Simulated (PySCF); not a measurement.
Compound: C₅HN₃S.
SMILES: `C#Cc1nnsc1C#N`

The calculation used TDDFT B3LYP/def2-SVPD, vertical, gas phase, core orbitals frozen in the response (PySCF 2.14.0, density-fitted response routines). Isolated species at its GFN2-xTB geometry, gas phase.

**Question.** What does the calculation give for the low-lying excited states?

**Answer.** 

| state | E (eV) | λ (nm) | ν̃ (cm⁻¹) | f | symmetry | main configurations (H = HOMO, L = LUMO) |
| --- | --- | --- | --- | --- | --- | --- |
| S1 | 3.45 | 359.0 | 27850 | 0.0005 | – | H-1→L (99%) |
| S2 | 4.21 | 294.5 | 33960 | 0.118 | A′ | H→L (93%) |
| S3 | 4.60 | 269.8 | 37070 | 0.0001 | – | H-2→L (96%) |
| S4 | 5.11 | 242.6 | 41220 | 0.0032 | A″ | H-1→L+1 (97%) |
| S5 | 5.17 | 239.7 | 41720 | 0.055 | A′ | H-3→L (62%), H-1→L+2 (30%) |
| S6 | 5.44 | 227.9 | 43870 | 0.0001 | – | H→L+2 (97%) |
| S7 | 5.55 | 223.2 | 44800 | 0.018 | A′ | H→L+1 (52%), H-1→L+2 (36%) |
| S8 | 5.73 | 216.3 | 46230 | 0.0010 | – | H-5→L (96%) |

Triplets, Tamm–Dancoff:

```
state  E (eV)  λ (nm)  main configurations (H = HOMO, L = LUMO)
   T1    2.90   427.0                                 H→L (93%)
   T2    2.97   417.2                H-1→L (88%), H-1→L+1 (10%)
   T3    4.06   305.6                               H-3→L (92%)
```

The lowest singlet comes at 359 nm (333 kJ/mol) in the ultraviolet; it is very weak; its leading configuration is HOMO-1→LUMO (99%). The strongest level in the table is S2 at 4.21 eV (295 nm, f = 0.118). Löwdin shares by element: HOMO carbon 67% or more (atoms not listed hold the other 33%); LUMO nitrogen 27% or more, sulfur 21%, carbon 19% or more (atoms not listed hold the other 33%). Orbital energies (eV): HOMO-3 -9.18, HOMO-2 -8.95, HOMO-1 -8.01, HOMO -7.92, LUMO -3.35, LUMO+1 -1.62, LUMO+2 -1.45. The oscillator strengths of these states sum to 0.196; summed over the whole spectrum of an exact calculation they would give the number of electrons, 68 (Thomas–Reiche–Kuhn). Of the 8 states listed, 3 reach f = 0.01 and 2 stay under 0.0005. No computed singlet lies in the visible range (380 to 750 nm); the lowest, at 359 nm, stands 0.19 eV above its violet end (3.26 eV); a Tamm–Dancoff triplet lies at 427 nm, without intensity as long as spin–orbit coupling is left out. Symmetry labels in Cs follow from the direction of the transition dipole and are given only for states with f of 0.002 or more. Only the lowest 8 singlets were computed, as vertical energies without vibronic structure.
